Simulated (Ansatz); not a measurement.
`B[CH](C)[ZnH]` → `B[CH2][Zn][CH3]`  (isomerisation)

Computed with Ansatz on PBE0-D4/def2-TZVP structures; ΔE is electronic, products minus reactants. CCSD(T)/CBS adds triple-zeta CCSD(T) − MP2 to the extrapolated MP2 energy (def2 sets, frozen cores). For Zn outer-core shells are correlated without core-valence functions, which leaves a few kJ/mol of doubt a bond. Scalar relativity is left out up to krypton. One conformer a species, not always the lowest.

```
          species  SCS-MP2/def2-QZVPP energy (Eh)
  `B[CH](C)[ZnH]`                     -1883.33875
`B[CH2][Zn][CH3]`                     -1883.35671
```

(1) Work out ΔE.

Largest T1 diagnostic among the species: 0.014.

Answers

(1) ΔE = (-1883.35671) − (-1883.33875) = -0.01796 Eh = -11.3 kcal/mol. CCSD(T)/CBS gives -10.9 kcal/mol.

The D4 term adds +1.3 kcal/mol with B3LYP and +0.7 kcal/mol with PBE0; it sums over pairs of atoms, weighted by their polarisabilities, and B3LYP, whose exchange is more repulsive, gets the larger term.

B3LYP here is the variant with VWN-RPA as its local correlation; programs differ in this.
